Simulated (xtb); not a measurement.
BiCl₃, singlet, from a rough starting geometry (GFN-xTB shapes and energies of metal compounds can be far from the true ones); GFN2-xTB (xtb).

Here is a job for xtb.
```
$ xtb mol.xyz --gfn 2 --opt vtight --json

# file mol.xyz
4

Bi     0.03954291    -0.01550545     0.95840442
Cl    -1.83950023    -1.04409785    -0.34856177
Cl     0.02567739     2.11021839    -0.30743854
Cl     1.73845111    -1.15759211    -0.28310836
```

Problem. Write the output that xtb gives for this input, abridged.

Solution. 
```
   ID    Z sym.   atoms
    1   83 Bi     1
    2   17 Cl     2-4

           -------------------------------------------------
          |                Calculation Setup                |
           -------------------------------------------------

           -------------------------------------------------
          |                 G F N 2 - x T B                 |
           -------------------------------------------------

          ...................................................
          :                      SETUP                      :
          :.................................................:
          :  # basis functions                  34          :
          :  # atomic orbitals                  31          :
          :  # shells                           11          :
          :  # electrons                        26          :
          :  max. iterations                   250          :
          :  Hamiltonian                  GFN2-xTB          :
          :  restarted?                      false          :
          :  GBSA solvation                  false          :
          :  PC potential                    false          :
          :  electronic temp.          300.0000000     K    :
          :  accuracy                    1.0000000          :
          :  -> integral cutoff          0.2500000E+02      :
          :  -> integral neglect         0.1000000E-07      :
          :  -> SCF convergence          0.1000000E-05 Eh   :
          :  -> wf. convergence          0.1000000E-03 e    :
          :  Broyden damping             0.4000000          :
          :  net charge                          0          :
          :  unpaired electrons                  0          :
          ...................................................

 iter      E             dE          RMSdq      gap      omega  full diag
   1    -16.1231198 -0.161231E+02  0.601E+00    5.16       0.0  T
   2    -16.1238259 -0.706042E-03  0.339E+00    5.07       1.0  T
   3    -16.1241974 -0.371489E-03  0.843E-01    5.15       1.0  T
   4    -16.1244236 -0.226230E-03  0.420E-01    5.11       1.0  T
   5    -16.1244847 -0.610639E-04  0.213E-01    5.11       1.0  T
   6    -16.1245210 -0.363303E-04  0.108E-01    5.13       1.0  T
   7    -16.1245346 -0.135773E-04  0.473E-02    5.12       1.1  T
   8    -16.1245348 -0.249810E-06  0.488E-02    5.13       1.0  T
   9    -16.1245376 -0.277340E-05  0.148E-02    5.13       3.4  T
[...]
         :: total energy             -16.122026294856 Eh    ::
 * total energy  :   -16.1220263 Eh     change       -0.3750245E-10 Eh
 * total energy  :   -16.1200785 Eh     change        0.1947810E-02 Eh
 * total energy  :   -16.1233590 Eh     change       -0.3280563E-02 Eh
 * total energy  :   -16.1222404 Eh     change        0.1118637E-02 Eh
 * total energy  :   -16.1235793 Eh     change       -0.1338905E-02 Eh
 * total energy  :   -16.1231295 Eh     change        0.4498232E-03 Eh
 * total energy  :   -16.1236399 Eh     change       -0.5103870E-03 Eh
 * total energy  :   -16.1236393 Eh     change        0.5542701E-06 Eh
 * total energy  :   -16.1236404 Eh     change       -0.1065932E-05 Eh
 * total energy  :   -16.1236404 Eh     change       -0.7675819E-08 Eh
   *** GEOMETRY OPTIMIZATION CONVERGED AFTER 10 ITERATIONS ***
         :: total energy             -16.123640400640 Eh    ::
[...]
        23                          0.0110393               0.3004
        24                          0.0110432               0.3005
       ...                                ...                  ...
        31                          0.0508485               1.3837
      -------------------------------------------------------------
                  HL-Gap            0.1967325 Eh            5.3534 eV
             Fermi-level           -0.3426378 Eh           -9.3237 eV

     #   Z          covCN         q      C6AA      α(0)
     1  83 Bi       2.436     0.865   434.288    39.991
     2  17 Cl       0.812    -0.288   108.256    15.917
     3  17 Cl       0.812    -0.288   108.257    15.917
     4  17 Cl       0.812    -0.288   108.256    15.917

 Mol. C6AA /au·bohr⁶  :       2685.331198
 Mol. C8AA /au·bohr⁸  :     197436.869095
 Mol. α(0) /au        :         87.741137

Wiberg/Mayer (AO) data.
largest (>0.10) Wiberg bond orders for each atom

 ---------------------------------------------------------------------------
     #   Z sym  total        # sym  WBO       # sym  WBO       # sym  WBO
 ---------------------------------------------------------------------------
     1  83 Bi   2.730 --     2 Cl   0.910     4 Cl   0.910     3 Cl   0.910
     2  17 Cl   1.014 --     1 Bi   0.910
     3  17 Cl   1.014 --     1 Bi   0.910
     4  17 Cl   1.014 --     1 Bi   0.910
 ---------------------------------------------------------------------------

Topologies differ in total number of bonds
Writing topology from bond orders to xtbtopo.mol

molecular dipole:
                 x           y           z       tot (Debye)
 q only:       -0.019      -0.003       2.159
   full:       -0.018      -0.003       2.142       5.446
molecular quadrupole (traceless):
                xx          xy          yy          xz          yz          zz
 q only:       -4.736       0.001      -4.743      -0.176      -0.183       9.479
  q+dip:       -5.835       0.001      -5.841      -0.204      -0.186      11.676
   full:       -5.590       0.001      -5.596      -0.197      -0.185      11.186

optimized geometry written to: xtbopt.xyz

           -------------------------------------------------
          | TOTAL ENERGY              -16.123640400640 Eh   |
          | GRADIENT NORM               0.000035069360 Eh/α |
          | HOMO-LUMO GAP               5.353364570472 eV   |
           -------------------------------------------------

normal termination of xtb
```
